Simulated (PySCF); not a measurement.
Job file and geometry (Å, from GFN2-xTB) of an NMR shielding run on `N[SiH]1OC[SiH2]O[SiH2]CO1`, C2H11NO3Si3, GIAO PBE0/pcSseg-1 NMR shielding, non-relativistic, gas phase (PySCF); density fitting, a coarse starting grid and PySCF grid level 2 are the driver's defaults:

```
$ OMP_NUM_THREADS=1 python probes_run.py task.json out

{"job": {"kind": "nmr", "xc": "PBE0", "basis": "pcSseg-1"}, "charge": 0, "multiplicity": 1}
N     -2.660051     0.929274     1.492531
Si    -1.464324     0.759642     0.279066
O     -1.451791    -0.826599    -0.061010
C     -0.938957    -1.491388    -1.196958
Si     0.827305    -2.123506    -0.843667
O      1.783689    -0.874970    -0.444987
Si     2.359216     0.430392     0.327842
C      1.060054     1.828546     0.290998
O     -0.126596     1.406588     0.930555
H     -3.210787     0.124550     1.731686
H     -2.432949     1.467308     2.309030
H     -1.823890     1.510783    -0.929188
H     -0.967567    -0.822667    -2.063958
H     -1.620449    -2.320166    -1.411472
H      0.816188    -3.045423     0.289318
H      1.424217    -2.659332    -2.066231
H      2.634223     0.040291     1.708173
H      3.537227     0.815717    -0.447945
H      1.414165     2.709835     0.834330
H      0.835928     2.151803    -0.731151
```

Task: Write the output of this run.

Result: 
```
coarse grid: 18184 points
cycle   1  E = -1230.7463606930  dE =  1.279e+00  |g| = 1.175e+00  |ddm| = 4.147e+00
cycle   2  E = -1230.3685553117  dE =  3.778e-01  |g| = 1.839e+00  |ddm| = 2.370e+00
cycle   3  E = -1230.9879571905  dE = -6.194e-01  |g| = 1.338e-01  |ddm| = 1.665e+00
cycle   4  E = -1230.9904607983  dE = -2.504e-03  |g| = 7.273e-02  |ddm| = 1.477e-01
cycle   5  E = -1230.9914845200  dE = -1.024e-03  |g| = 1.258e-02  |ddm| = 5.930e-02
cycle   6  E = -1230.9915100669  dE = -2.555e-05  |g| = 4.196e-03  |ddm| = 1.140e-02
cycle   7  E = -1230.9915131320  dE = -3.065e-06  |g| = 9.694e-04  |ddm| = 3.166e-03
final grid: 161904 points
cycle   8  E = -1231.0709821529  dE = -1.148e-05  |g| = 1.549e-02  |ddm| = 2.168e-02
cycle   9  E = -1231.0709276610  dE =  5.449e-05  |g| = 2.337e-02  |ddm| = 2.304e-02
cycle  10  E = -1231.0710243932  dE = -9.673e-05  |g| = 1.268e-03  |ddm| = 1.469e-02
cycle  11  E = -1231.0710247402  dE = -3.470e-07  |g| = 2.220e-04  |ddm| = 1.339e-03
cycle  12  E = -1231.0710247499  dE = -9.764e-09  |g| = 6.056e-05  |ddm| = 2.156e-04
cycle  13  E = -1231.0710247505  dE = -5.734e-10  |g| = 2.630e-05  |ddm| = 7.117e-05
converged SCF energy = -1231.0710247505

GIAO shielding tensors (ppm)
atom      isotropic    diamagn.    paramagn.     s11        s22        s33       span
  0 N      246.559     320.456     -73.897    207.258    254.728    277.691     70.432
  1 Si     391.848     883.937    -492.088    384.472    387.495    403.579     19.107
  2 O      298.523     400.981    -102.457    216.322    315.127    364.122    147.799
  3 C      129.571     250.787    -121.216     98.117    117.297    173.300     75.182
  4 Si     377.393     879.999    -502.607    336.328    370.109    425.742     89.414
  5 O      321.360     400.375     -79.015    246.565    331.095    386.420    139.855
  6 Si     377.079     880.008    -502.929    335.621    370.385    425.231     89.611
  7 C      129.464     250.857    -121.393     98.141    117.470    172.779     74.638
  8 O      297.407     400.880    -103.472    215.341    314.302    362.579    147.237
  9 H       31.241      32.340      -1.100     23.843     27.772     42.107     18.263
 10 H       31.268      32.282      -1.013     23.851     27.775     42.178     18.327
 11 H       27.001      32.173      -5.172     23.873     24.733     32.396      8.523
 12 H       27.714      32.310      -4.596     23.587     26.189     33.366      9.779
 13 H       27.986      29.218      -1.232     23.113     26.761     34.084     10.971
 14 H       26.467      29.543      -3.076     22.867     24.507     32.026      9.159
 15 H       26.699      28.166      -1.466     22.971     24.882     32.245      9.274
 16 H       26.464      29.611      -3.147     22.892     24.510     31.989      9.097
 17 H       26.695      28.158      -1.463     22.929     24.904     32.253      9.324
 18 H       27.992      29.222      -1.231     23.095     26.789     34.091     10.996
 19 H       27.713      32.333      -4.620     23.613     26.184     33.342      9.730
```

Task: Turn these shieldings into chemical shifts. Referencing at the same level of theory: 15N (σref 267.73) vs NH3; 29Si (σref 349.16), 13C (σref 186.93), 1H (σref 31.72) against TMS; 17O (σref 336.08) vs H2O.

Result: Averaging equivalent atoms: N 0: 21.2; Si 4/6: -28.1; Si 1: -42.7; O 2/8: 38.1; O 5: 14.7; C 3/7: 57.4; H 14/16: 5.25; H 15/17: 5.02; H 11: 4.72; H 12/19: 4.00; H 13/18: 3.73; H 9/10: 0.46 ppm. Experimental scales use liquid or dissolved standards, which lie at an offset from isolated NH3 (liquid NH3: subtract about 20 ppm) and H2O (liquid H2O: subtract about 36 ppm).

Size and cost of the density-fitted run: 229 basis functions, 93 s wall time on 1 thread of an Arm Neoverse N1, shared host; peak memory 0.97 GiB.
